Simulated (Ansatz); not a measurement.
Saddle point of GeSiNH9, singlet (GeNH₅ ([NH2][GeH3]) + SiH₄ → GeSiH₆ ([SiH3][GeH3]) + NH₃; bonds formed: Ge1–Si7, N2–H6; bonds broken: Ge1–N2, H6–Si7), PBE0-D4/def2-TZVP structure:

Ge1  (-1.433, 0.108, 0.101)
N2  (-0.170, -0.667, 1.437)
H3  (-1.453, -0.674, -1.206)
H4  (-2.701, -0.266, 0.923)
H5  (-1.304, 1.623, 0.056)
H6  (0.706, -0.423, 0.854)
Si7  (1.451, 0.408, -1.119)
H8  (-0.187, -0.206, 2.346)
H9  (-0.275, -1.672, 1.570)
H10  (2.704, 1.201, -0.855)
H11  (0.721, 1.283, -2.109)
H12  (1.942, -0.714, -1.998)
(Å)

Energies are electronic, without zero-point energy. Barriers and step energies count from the start structure reached by relaxing down the imaginary mode; all methods use the PBE0-D4 structures, on which another method's saddle can fall below an end. Ansatz 0.2.0; basis: def2-TZVPP, with def2-QZVPP for the basis limit; cores frozen in the correlated methods. Filled d shells of the heavier atoms are correlated. The def2 sets are not built for correlating such inner shells, so the correlated values are less sure here. B3LYP uses VWN-RPA correlation. Extrapolation: Hartree–Fock as exp(−7.88 √X), correlation as X^−2.97.

```json
{"method": "SPW92", "barrier (kJ/mol)": "116.3", "step energy (kJ/mol)": "-50.4"}
{"method": "PBE-D4", "barrier (kJ/mol)": "141.0", "step energy (kJ/mol)": "-45.1"}
{"method": "BLYP-D4", "barrier (kJ/mol)": "161.8", "step energy (kJ/mol)": "-34.5"}
{"method": "r2SCAN-D4", "barrier (kJ/mol)": "166.7", "step energy (kJ/mol)": "-38.0"}
{"method": "B97M-V", "barrier (kJ/mol)": "173.1", "step energy (kJ/mol)": "-36.5"}
{"method": "PBE0-D4", "barrier (kJ/mol)": "158.6", "step energy (kJ/mol)": "-42.2"}
{"method": "B3LYP-D4", "barrier (kJ/mol)": "?", "step energy (kJ/mol)": "-33.1"}
{"method": "r2SCAN0-D4", "barrier (kJ/mol)": "175.4", "step energy (kJ/mol)": "-37.4"}
{"method": "BHLYP-D4", "barrier (kJ/mol)": "195.3", "step energy (kJ/mol)": "-29.6"}
{"method": "CAM-B3LYP-D4", "barrier (kJ/mol)": "189.1", "step energy (kJ/mol)": "-28.2"}
{"method": "wB97X-V", "barrier (kJ/mol)": "?", "step energy (kJ/mol)": "-30.2"}
{"method": "wB97M-V", "barrier (kJ/mol)": "181.5", "step energy (kJ/mol)": "-33.2"}
{"method": "B2PLYP", "barrier (kJ/mol)": "190.0", "step energy (kJ/mol)": "-26.4"}
{"method": "PBE-QIDH", "barrier (kJ/mol)": "181.1", "step energy (kJ/mol)": "-33.4"}
{"method": "RPA on PBE", "barrier (kJ/mol)": "194.7", "step energy (kJ/mol)": "-22.3"}
{"method": "HF", "barrier (kJ/mol)": "244.9", "step energy (kJ/mol)": "-9.4"}
{"method": "MP2", "barrier (kJ/mol)": "?", "step energy (kJ/mol)": "-25.3"}
{"method": "CCSD", "barrier (kJ/mol)": "199.1", "step energy (kJ/mol)": "-26.2"}
{"method": "CCSD(T)", "barrier (kJ/mol)": "189.3", "step energy (kJ/mol)": "-28.1"}
```

Question: Fill in the withheld barriers. (An estimate is asked for; the value comes from the calculation.)

Answer: Computed: wB97X-V 191.5; B3LYP-D4 175.4; MP2 194.3 kJ/mol. Each is the energy of the saddle less that of the start structure, by the same method.

For comparison, the barrier by CCSD(T) at an estimated basis limit (MP2 extrapolated from triple and quadruple zeta, plus CCSD(T) − MP2 in triple zeta) is 189.4 kJ/mol.

No T1 diagnostic of these runs exceeds 0.013. The start structure is not quite a true minimum (one mode of 31i cm⁻¹).

Labels in which every atom is bracketed show which atoms are joined, not bond orders.

For scale, one of the runs: CCSD(T)/def2-TZVPP, 247 basis functions, launched by `ansatz run in.yaml --threads 4 --pin off --events-out ev --progress --plain --max-ram 9574MiB`. Hardware: 4 CPU threads of an AMD EPYC, shared host. Wall time 3.9 min; peak host memory 4.9 GiB.
